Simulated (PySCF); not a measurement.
# A search over the determinants of CdP⁺

Unrestricted PBE0; PySCF, scalar-relativistic core potentials, basis sets Cd def2-SVPD with ECP28, P def2-SVPD. Outer shells of the fragments: Cd+ 4d10 5s1; P 3s2 3p3.

Followed along the bond (rough minima from three points):

| 2Ms+1 | unpaired | ⟨S²⟩ at the start | R at minimum (Å) | Te (eV) |
| --- | --- | --- | --- | --- |
| 3 | π ↑↑ | 2.05 | 2.51 | 0.00 |
| 1 | π ↑↓ | 1.01 | 2.49 | 0.39 |
| 5 | σ ↑↑, π ↑↑ | 6.00 | none in the scan | ≤ 1.61 |
| 1 | none | 0.00 | none in the scan | ≤ 1.63 |

Solutions found at the starting distance of 2.565 Å, counted from the lowest of them; the search is not exhaustive and high or unbound solutions are not listed, so other states can lie among these:

```csv
2Ms+1,unpaired,term,E (eV),⟨S²⟩,⟨Lz²⟩,μ (D)
3,π ↑↑,³Σ⁻,0.00,2.05,0.00,-0.42
1,π ↑↓,mixed,0.39,1.01,2.02,-0.49
1,none,mixed,1.62,0.00,2.00,-0.48
5,"σ ↑↑, π ↑↑",⁵Σ⁻,1.83,6.00,0.00,1.94
3,"σ ↑, π ↑",³Π,2.04,2.01,1.01,3.82
1,"σ ↓, π ↑",mixed,2.15,1.01,1.01,3.76
```

A term symbol is given only where ⟨S²⟩ and ⟨Lz²⟩ are close to those of a pure state; real π, δ and φ orbitals otherwise mix terms. A positive dipole points towards P; it is taken about the centre of mass and depends on that origin.

Spin–orbit coupling is left out. Counting both spins, an empty level lies below a filled one in some of these solutions, because spin and occupation are held.
